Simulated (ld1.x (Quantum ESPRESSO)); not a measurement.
Reading a pseudo-wave (C (Z = 6))

Columns: radius, all-electron u(r) and pseudo u(r) of the 2p shell (level -5.83 eV) of carbon in the configuration [He] 2s1 2p3; LDA (PZ), scalar-relativistic, TM scheme, ld1.x (Quantum ESPRESSO) 7.5.

```
r (bohr)  all-electron  pseudo
   0.130        0.0749  0.0237
   0.260        0.2147  0.0917
   0.390        0.3558  0.1950
   0.520        0.4759  0.3200
   0.650        0.5690  0.4506
   0.780        0.6358  0.5707
   0.910        0.6792  0.6676
   1.040        0.7030  0.7336
   1.170        0.7111  0.7673
   1.300        0.7070  0.7719
   1.430        0.6939  0.7545
   1.560        0.6740  0.7227
   1.690        0.6496  0.6837
   1.820        0.6220  0.6427
   1.950        0.5924  0.6032
   2.080        0.5619  0.5663
   2.210        0.5310  0.5323
   2.340        0.5003  0.5005
   2.470        0.4702  0.4702
   2.600        0.4409  0.4409
   2.730        0.4126  0.4126
   2.860        0.3855  0.3855
   2.990        0.3596  0.3596
   3.120        0.3350  0.3350
   3.250        0.3117  0.3117
   3.380        0.2897  0.2897
```

Question: How many radial nodes do the two functions have?

Answer: The all-electron 2p function has n − l − 1 = 0; the pseudo-wave has 0.

Question: At about which radius was the pseudo-wave matched?

Answer: 2.60 bohr. The columns agree to 0.0005 from 2.34 bohr on; several derivatives are matched, so the curves merge somewhat inside the radius.

Question: Where does each function peak?

Answer: Outermost all-electron maximum near 1.17 bohr, pseudo maximum near 1.30 bohr (to the table’s step).

Question: Is the pseudo-wave norm-conserving?

Answer: Yes: the TM scheme keeps the norm inside the radius equal to the all-electron one, which fixes the energy derivative of the logarithmic derivative at the level.
